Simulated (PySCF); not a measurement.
## Sc⁺ (scandium, charge +1) across methods

[Ar] 3d2, high-spin 3F determinant (an excited configuration). Computed with PySCF 2.14 in def2-QZVPPD (11s6p5d3f2g, 93 functions), with the non-relativistic Hamiltonian (point nucleus).

```tsv
method	E (hartree)	mean ε 3p α (eV)	mean ε 3p β (eV)	mean ε 3d α (eV)	Σ⟨r²⟩ (bohr²)	⟨S²⟩
PBE0	-760.196	-39.593	-37.819	-9.123	23.28	2.001
UHF	-759.51521	-46.779	-43.463	-12.518	22.74	2.003
PBE	-760.153	-36.943	-35.616	-7.893	23.78	2.000
LDA	-758.428	-36.995	-35.697	-7.854	23.69	2.000
LC-wPBE	-760.220	-42.101	-40.495	-11.778	22.93	2.001
revPBE	-760.282	-36.912	-35.590	-7.871	23.80	2.000
r2SCAN	-760.348	-37.742	-36.143	-8.010	23.35	2.001
MN15	-760.380	-40.492	-39.128	-9.520	23.33	2.000
```

(1) Estimate the same row for r2SCAN0.

Results:

(1) E (hartree) = -760.343; mean ε 3p α (eV) = -40.122; mean ε 3p β (eV) = -38.160; mean ε 3d α (eV) = -9.248; Σ⟨r²⟩ (bohr²) = 23.02; ⟨S²⟩ = 2.001.
